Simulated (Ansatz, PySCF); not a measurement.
Species: sum formula SiOCl$_{2}$, net charge 0, singlet state. 
Geometry from a B3LYP-D3(BJ)/def2-TZVP (Ansatz, an electronic-structure program) optimisation:
```xyz
4

Si    -0.3650    -0.3349    -0.0556
O     -1.4707    -1.3492    -0.2238
Cl    -0.4017     1.5671    -0.7259
Cl     1.3943    -0.6564     0.8770
```

Dipole moments at this geometry, in debye (magnitudes).

```
level                    program  dipole (D)
-----------------------  -------  ----------
HF/def2-TZVPD              PySCF        3.66
B97M-V/def2-TZVPD         Ansatz        3.05
r2SCANh/def2-TZVPD        Ansatz        3.12
LC-wPBE/def2-TZVPD        Ansatz        3.25
wB97X-V/def2-TZVPD        Ansatz        3.23
CCSD(T)/aug-cc-pV(D+d)Z   Ansatz        3.04
```
